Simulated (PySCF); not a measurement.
Compound: C3H7B.
Numbering: `[BH2:1][CH2:2][CH:3]=[CH2:4]` (hydrogens: H5, H6 on B1; H7, H8 on C2; H9 on C3; H10, H11 on C4)

Theory: PBE0-D3(BJ)/def2-SVP geometry optimisation, gas phase in PySCF.

Q: What internal coordinates does the optimisation give?

A: 
```csv
bond,length (Å)
B1–C2,1.554
C2–C3,1.492
C3=C4,1.334
"B1–H5, B1–H6",1.211
C2–H7,1.102
C2–H8,1.122
C3–H9,1.098
C4–H10,1.095
C4–H11,1.093
```

Bonds in one row agree within 0.01 Å and their mean is given. A selection of angles:
```csv
angle,degrees
C2–B1–H5,120.9
C2–B1–H6,119.9
H5–B1–H6,118.9
B1–C2–C3,118.5
B1–C2–H7,113.6
B1–C2–H8,96.1
C3–C2–H7,112.6
C3–C2–H8,109.4
H7–C2–H8,104.1
C2–C3–C4,125.3
C2–C3–H9,115.9
C4–C3–H9,118.8
C3–C4–H10,121.5
C3–C4–H11,121.4
H10–C4–H11,117.0
```

Dihedral angles: B1–C2–C3–C4 -131° (anticlinal). The mirror-image conformer, all signs reversed, is as good.

B1 (three-coordinate boron) is planar (angles 120.9°, 119.9° and 118.9°, sum 359.8°, 0.04 Å off the plane of its three neighbours). The 2 C–C bonds span 1.334 Å (C3=C4, drawn double) to 1.492 Å (C2–C3, drawn single), a spread of 0.158 Å. Of the pairs four or more bonds apart, H7···H10 is among the closest relative to their van der Waals radii: 2.50 Å, 104 % of the sum of Bondi's values.

Point group: C1 (no symmetry element, even within 0.4 Å). PBE0-D3(BJ)/def2-SVP frequencies: not computed here. One conformer, not necessarily the lowest (H–B1–C2–C3 -21° and 165°, B1–C2–C3–C4 -131°).
